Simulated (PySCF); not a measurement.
H8Ge2Si (SMILES [GeH3][SiH2][GeH3]), singlet, geometry from GFN2-xTB; DF-PBE/6-31G run with PySCF.

Here is a job for PySCF.
```python
from pyscf import gto, scf, dft

mol = gto.M(
    atom='''
Si   -0.032918   -0.577132   -0.910855
Ge    1.889883    0.459814   -0.074031
Ge   -1.875220   -0.202294    0.479943
H     0.201377   -2.018612   -1.037858
H    -0.321845   -0.070995   -2.255969
H     2.465102    1.540866   -0.940497
H     1.715043    1.139861    1.253068
H     3.058806   -0.451648    0.157952
H    -2.841105   -1.345498    0.582127
H    -2.749409    0.953267    0.091426
H    -1.536318    0.091987    1.912513
''',
    basis='6-31g',
    charge=0,
    spin=0,
    verbose=4,
    max_memory=1800,
)

mf = dft.RKS(mol)
mf.xc = 'pbe'
mf = mf.density_fit(auxbasis='def2-universal-jkfit')
mf.kernel()
```

It wrote (shortened):

```
PySCF version 2.14.0

[INPUT] verbose = 4
[INPUT] num. atoms = 11
[INPUT] num. electrons = 86
[INPUT] charge = 0
[INPUT] spin (= nelec alpha-beta = 2S) = 0
[INPUT] symmetry False subgroup None
[INPUT] Mole.unit = angstrom
[INPUT] Symbol           X                Y                Z      unit          X                Y                Z       unit  Magmom
[INPUT]  1 Si    -0.032918000000  -0.577132000000  -0.910855000000 AA   -0.062206004568  -1.090621417722  -1.721266489191 Bohr   0.0
[INPUT]  2 Ge     1.889883000000   0.459814000000  -0.074031000000 AA    3.571361277471   0.868922528241  -0.139898314728 Bohr   0.0
[INPUT]  3 Ge    -1.875220000000  -0.202294000000   0.479943000000 AA   -3.543652223307  -0.382280256643   0.906960825402 Bohr   0.0
[INPUT]  4 H      0.201377000000  -2.018612000000  -1.037858000000 AA    0.380547377787  -3.814623831761  -1.961267376189 Bohr   0.0
[INPUT]  5 H     -0.321845000000  -0.070995000000  -2.255969000000 AA   -0.608198904561  -0.134161106213  -4.263163555509 Bohr   0.0
[INPUT]  6 H      2.465102000000   1.540866000000  -0.940497000000 AA    4.658367649118   2.911814734654  -1.777281750975 Bohr   0.0
[INPUT]  7 H      1.715043000000   1.139861000000   1.253068000000 AA    3.240961561852   2.154025110073   2.367955335456 Bohr   0.0
[INPUT]  8 H      3.058806000000  -0.451648000000   0.157952000000 AA    5.780305608176  -0.853491024708   0.298486020827 Bohr   0.0
[INPUT]  9 H     -2.841105000000  -1.345498000000   0.582127000000 AA   -5.368910341132  -2.542622721150   1.100060599715 Bohr   0.0
[INPUT] 10 H     -2.749409000000   0.953267000000   0.091426000000 AA   -5.195630014414   1.801413553586   0.172770100664 Bohr   0.0
[INPUT] 11 H     -1.536318000000   0.091987000000   1.912513000000 AA   -2.903220260240   0.173830237020   3.614125779670 Bohr   0.0

nuclear repulsion = 482.446705408464
number of shells = 45
number of NR pGTOs = 258
number of NR cGTOs = 83
basis = 6-31g
ecp = {}

******** <class 'pyscf.df.df_jk.DFRKS'> ********
method = DFRKS
initial guess = minao
damping factor = 0
level_shift factor = 0
DIIS = <class 'pyscf.scf.diis.CDIIS'>
diis_start_cycle = 1
diis_space = 8
diis_damp = 0
SCF conv_tol = 1e-09
SCF conv_tol_grad = None
SCF max_cycles = 50
direct_scf = False
XC library pyscf.dft.libxc version 7.1.2
    S. Lehtola, C. Steigemann, M. J. T. Oliveira, and M. A. L. Marques,  SoftwareX 7, 1–5 (2018)
XC functionals = pbe
    J. P. Perdew, K. Burke, and M. Ernzerhof,  Phys. Rev. Lett. 77, 3865 (1996)
    J. P. Perdew, K. Burke, and M. Ernzerhof,  Phys. Rev. Lett. 78, 1396 (1997)
    J. P. Perdew, K. Burke, and M. Ernzerhof,  Phys. Rev. Lett. 77, 3865 (1996)
    J. P. Perdew, K. Burke, and M. Ernzerhof,  Phys. Rev. Lett. 78, 1396 (1997)
radial grids:
    Treutler-Ahlrichs [JCP 102, 346 (1995); DOI:10.1063/1.469408] (M4) radial grids

becke partition: Becke, JCP 88, 2547 (1988); DOI:10.1063/1.454033
pruning grids: <function nwchem_prune>
grids dens level: 3
symmetrized grids: False
atomic radii adjust function: <function treutler_atomic_radii_adjust>
small_rho_cutoff = 0
Set gradient conv threshold to 3.16228e-05
Initial guess from minao.
tot grids = 138928
init E= -4445.50094222533
  HOMO = -0.301944240334164  LUMO = -0.0547745666653188  gap/eV = 6.72583
cycle= 1 E= -4446.70183748763  delta_E= -1.2  |g|= 0.113  |ddm|= 2.91
  HOMO = -0.264765074143859  LUMO = -0.0236414691828979  gap/eV = 6.56131
cycle= 2 E= -4446.70497399279  delta_E= -0.00314  |g|= 0.0683  |ddm|= 0.288
  HOMO = -0.26175615209474  LUMO = -0.0211240684624152  gap/eV = 6.54793
cycle= 3 E= -4446.70656020502  delta_E= -0.00159  |g|= 0.0275  |ddm|= 0.171
  HOMO = -0.266685148461965  LUMO = -0.0247664601097961  gap/eV = 6.58294
cycle= 4 E= -4446.70688252525  delta_E= -0.000322  |g|= 0.00152  |ddm|= 0.0526
  HOMO = -0.266662630418074  LUMO = -0.0247513035748046  gap/eV = 6.58274
cycle= 5 E= -4446.70688339381  delta_E= -8.69e-07  |g|= 0.000515  |ddm|= 0.00449
  HOMO = -0.266629052306446  LUMO = -0.0247220668072785  gap/eV = 6.58262
cycle= 6 E= -4446.7068834799  delta_E= -8.61e-08  |g|= 0.00018  |ddm|= 0.00101
  HOMO = -0.266616549823042  LUMO = -0.0247120962316072  gap/eV = 6.58256
cycle= 7 E= -4446.70688348583  delta_E= -5.93e-09  |g|= 2.35e-05  |ddm|= 0.000264
  HOMO = -0.26661716456246  LUMO = -0.024712486371167  gap/eV = 6.58256
cycle= 8 E= -4446.70688348607  delta_E= -2.44e-10  |g|= 2.6e-06  |ddm|= 5e-05
  HOMO = -0.266616713233904  LUMO = -0.0247121288460153  gap/eV = 6.58256
Extra cycle  E= -4446.70688348609  delta_E= -1.82e-11  |g|= 2.15e-06  |ddm|= 1.19e-05
converged SCF energy = -4446.70688348609
```
